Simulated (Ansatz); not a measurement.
# K⁺ ··· CH4O

The pair of K⁺ (SMILES [K+], atom 1) and CH4O (SMILES CO, atoms 2–7), both closed shells, in one local arrangement (a lower one may exist), relaxed at PBE0-D4/def2-TZVP:

K1  (0.170, -0.358, -2.956)
C2  (0.073, 0.386, 0.636)
O3  (-0.172, -0.592, -0.383)
H4  (-0.846, 0.630, 1.171)
H5  (0.442, 1.286, 0.144)
H6  (0.830, 0.035, 1.339)
H7  (-0.498, -1.387, 0.049)
(Å)

Program: Ansatz 0.2.0. Basis: def2-TZVPPD, with def2-QZVPPD for the basis limit. Cores are frozen in the correlated methods. The outer core shell of Li, Na, Mg and K is correlated. The def2 sets are not built for correlating such inner shells, so the correlated values are less sure here. B3LYP uses VWN-RPA correlation. Extrapolation: Hartree–Fock as exp(−7.88 √X), correlation as X^−2.97. Interaction energies count from these two fragments, frozen as in the pair, with the counterpoise correction; negative means bound.

Problem. What is the interaction energy by CCSD(T) at an estimated basis limit (MP2 extrapolated from triple and quadruple zeta, plus CCSD(T) − MP2 in triple zeta)? (To be estimated.)

Solution. The calculation gives: -79.7 kJ/mol. Hartree–Fock alone gives -75.6 kJ/mol at the basis limit. It counts from the two fragments frozen as in the pair.

The same quantity by other methods in triple zeta, and each one's difference from that estimate:
| method | E_int (kJ/mol) | difference |
| --- | --- | --- |
| PBE-D4 | -76.9 | 2.7 |
| revPBE-D4 | -72.3 | 7.4 |
| BLYP-D4 | -76.8 | 2.9 |
| r2SCAN-D4 | -76.8 | 2.9 |
| B97M-V | -76.3 | 3.3 |
| PBE0-D4 | -78.7 | 1.0 |
| B3LYP-D4 | -79.6 | 0.1 |
| HSE06-D4 | -78.6 | 1.1 |
| wB97X-V | -78.8 | 0.9 |
| wB97M-V | -78.7 | 1.0 |
| B2PLYP | -76.7 | 3.0 |
| HF | -74.9 | 4.8 |
| MP2 | -76.1 | 3.6 |
| CCSD | -75.4 | 4.2 |
| CCSD(T) | -75.1 | 4.5 |
Differences are method less estimate.

Problem. Which atoms make the shortest contact between the fragments?

Solution. K1 and O3, 2.61 Å apart.

Basis-set superposition shift (counterpoise-corrected less uncorrected): CCSD(T) 4.4; MP2 4.0; HF 0.3; PBE0-D4 0.7; wB97M-V 0.6 kJ/mol.

T1 diagnostic: at most 0.011.

For scale, one of the runs: CCSD(T)/def2-TZVPPD, 181 basis functions, launched by `ansatz run in.yaml --threads 2 --pin off --events-out ev --progress --plain --max-ram 5222MiB`. Time: 29 s of wall clock on 2 CPU threads of an Arm Neoverse V2; the host was shared. Peak host memory: 1.8 GiB.
